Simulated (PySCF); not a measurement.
# Indirect couplings

Geometry:
| atom | x (Å) | y (Å) | z (Å) |
| --- | --- | --- | --- |
| Ga1 | -0.374 | 0.557 | -1.247 |
| O2 | -0.209 | 0.639 | 0.635 |
| C3 | 0.325 | -0.438 | 1.274 |
| H4 | -0.272 | -1.381 | 1.172 |
| H5 | 0.411 | -0.262 | 2.374 |
| H6 | 1.357 | -0.714 | 0.935 |
| H7 | 1.115 | 0.308 | -1.853 |
| H8 | -0.994 | 1.979 | -1.689 |
| H9 | -1.358 | -0.689 | -1.601 |

Total charge -1.

Indirect spin–spin couplings were computed at PBE/pcJ-1 (pcSseg-1 on Ga) (PySCF) on a PBE0-D3(BJ)/def2-SVP structure, for the isolated molecule, without vibrational or relativistic corrections. Couplings are averaged over pairs made equivalent by symmetry, fast rotation or ring inversion, so a value needn't be that of the named pair in this geometry, while other rotamers aren't included; one pair stands for each set, and the list holds those of at least 0.8 Hz over up to four bonds.

Isotopes: ¹³C, ¹H, ¹⁷O. Couplings to quadrupolar nuclei such as 17O and 33S are rarely resolved in practice.

| pair | bonds | J (Hz) |
| --- | --- | --- |
| O2, C3 | 1 | 30.6 |
| C3, H4 | 1 | 121.1 |
| O2, H4 | 2 | ? |
| O2, H7 | 2 | -6.3 |
| H4, H5 | 2 | ? |
| H7, H8 | 2 | 12.2 |
| C3, H7 | 3 | 3.3 |

**Question.** Estimate the withheld couplings, with signs.

**Answer.** 
- ²J(O2,H4) = -6.2 Hz (mean over equivalent pairs that range from -11.6 to -3.4 Hz in this conformer)
- ²J(H4,H5) = -8.1 Hz

Relativistic effects of the heavier atoms present are left out.
